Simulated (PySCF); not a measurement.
A structure optimised at r2SCAN-D4/def2-SVP, used in a PySCF frequency run:

```xyz
10

Te    -0.1262     0.0837     0.6320
C      1.3664    -0.5053    -0.8432
C      1.1444     0.1708    -2.1825
H      1.3154    -1.6016    -0.9209
H      2.3343    -0.2401    -0.3848
H      1.2757     1.2622    -2.1153
H      0.1255    -0.0321    -2.5483
H      1.8528    -0.2155    -2.9352
O     -1.6897    -0.2643    -0.6004
H     -1.8900     0.5940    -1.0033
```

Q: Write its SMILES and formula.

A: CC[Te]O, C₂H₆OTe

Q: What are its rotational constants (standard atomic weights)?

A: 6.2218, 2.7998, 2.0818 GHz
